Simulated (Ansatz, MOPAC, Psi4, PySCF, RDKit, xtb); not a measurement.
Pair of molecules: C2H4 (SMILES C=C) (first 6 atoms) with CH3NO (SMILES NC=O); geometry from B3LYP-D3(BJ)/def2-TZVP, rigid monomers moved along the line of their centres of mass till C1···H10 is 2.94 Å.
(charge 0, multiplicity 1):
```
atom    x (Å)    y (Å)    z (Å)
----  -------  -------  -------
C      0.4519   0.4774   0.7391
C     -0.4232  -0.5141   0.6331
H      1.2096   0.4683   1.5133
H      0.4487   1.3184   0.0556
H     -1.1806  -0.5278  -0.1418
H     -0.3974  -1.3525   1.3186
N     -0.9735   0.4672   4.3078
C     -0.0850  -0.3781   4.8795
O      0.7356  -1.0370   4.2773
H     -0.9779   0.5777   3.3036
H     -1.6282   0.9830   4.8681
H     -0.1791  -0.4133   5.9805
```

Counterpoise-corrected where a basis set is named; no monomer relaxation. Rows marked so take none. RDKit's UFF carries no charges.

Correlated levels freeze the cores. Rows in 3-21G, 6-311+G** carry no dispersion term and start afresh at each structure. The state that PM3 reach isn't checked.

Codes used: Ansatz (a program for electronic structure); MOPAC for PM3 (differences of heats of formation); Psi4 for SAPT; PySCF for 3-21G rows, 6-311+G** rows, the dispersion terms; RDKit for the force fields; xtb for the GFN methods. 

```
level                              interaction energy (meV)
---------------------------------  ------------------------
UFF                                                   -43.8
GFN-FF                                               -100.6
PM3                                                   -30.1
PBE-D3(BJ)/def2-TZVPPD                               -144.2
r2SCAN-D4/def2-TZVPPD                                -135.9
B3LYP/3-21G (no counterpoise)                           [?]
B3LYP/6-311+G** (no counterpoise)                       [?]
CCSD(T)/aug-cc-pVDZ                                  -117.7
SAPT0/jun-cc-pV(D+d)Z                                -118.8
```

### Question
Fill in the missing entries.

### Answer

- B3LYP/3-21G (no counterpoise), interaction energy (meV): -168.4
- B3LYP/6-311+G** (no counterpoise), interaction energy (meV): -74.0
